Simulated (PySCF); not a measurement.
`C[O][AlH2-][AsH3+]`. Method used: PySCF 2.14.0, PBE0-D3(BJ)/def2-SVP geometry optimisation, gas phase.

```
atom  x, y, z in Å
C1    -1.8457    0.8281   -0.1494
O2    -1.1626   -0.0215    0.7036
Al3   -0.2338   -1.4589    0.4728
As4    1.9863    0.0326    0.1718
H5    -2.8728    1.0129    0.2158
H6    -1.3510    1.8175   -0.2196
H7    -1.9331    0.4363   -1.1832
H8    -0.3036   -2.1772   -0.9517
H9     0.1830   -2.2124    1.8086
H10    2.3122    0.8578    1.3949
H11    1.8492    1.1899   -0.7913
H12    3.4112   -0.3334   -0.1868
```

Task: What is the longest distance between nuclei?

Result: H5···H12, 6.44 Å; the next longest distance is 5.49 Å.

Task: Work out the bond lengths C1–H5, O2–Al3, As4–H10, As4–H12 in pm.

Result: For C1–H5 the difference vector is (-1.0271, 0.1848, 0.3652) Å, of length 1.1056 Å. C1–H5 110.6; O2–Al3 172.7; As4–H10 151.1; As4–H12 151.4 pm.

Task: Where is the centre of mass (commonest isotopes), and what is the radius of gyration?

Result: Mass 137.961 u; centre at (0.747, -0.194, 0.255) Å; Rg = √(Σ m r²/M) = 1.724 Å. As Ia + Ib + Ic = 2 Σ m r², the three principal moments sum to 820.2 u·Å².

Task: What are the angles O2–C1–H6, C1–O2–Al3, O2–Al3–H9, As4–Al3–H9, H10–As4–H11, H11–As4–H12, Al3–As4–H11?

Result: From the scalar product of the two bond vectors; for O2–C1–H6 it is -0.5625 Å² over 1.3842 × 1.1084 Å², cos θ = -0.3667. O2–C1–H6 111.5°; C1–O2–Al3 133.9°; O2–Al3–H9 115.0°; As4–Al3–H9 98.1°; H10–As4–H11 96.7°; H11–As4–H12 96.9°; Al3–As4–H11 114.9°.

Task: How far are the heavy atoms from their best plane (unweighted least squares)?

Result: 0.244 Å rms; C1 0.22, O2 0.40, Al3 0.18, As4 0.01 Å (magnitudes).

Task: How far apart are these pairs, which share no bond: O2···H8, Al3···H11, As4···H9, H5···H7, H6···H9, H7···H11, H9···H12?

Result: O2···H8 2.850 Å (2 bonds apart); Al3···H11 3.599 Å (2 bonds apart); As4···H9 3.312 Å (2 bonds apart); H5···H7 1.781 Å (2 bonds apart); H6···H9 4.765 Å (4 bonds apart); H7···H11 3.877 Å (5 bonds apart); H9···H12 4.235 Å (3 bonds apart).

Task: What is the repulsion energy of the bare nuclei, Σ ZA·ZB/RAB?

Result: 326.27 Eh over 66 pairs, with full nuclear charges and distances in bohr; the largest single term is 84.35 Eh (Al3 with As4).

Task: Write the matrix of distances between heavy atoms (Å, lower triangle).

Result: 
```
C1    0.000
O2    1.384  0.000
Al3   2.866  1.727  0.000
As4   3.927  3.194  2.691  0.000
```

Stationary, but not proved a minimum. One conformer, not necessarily the lowest.
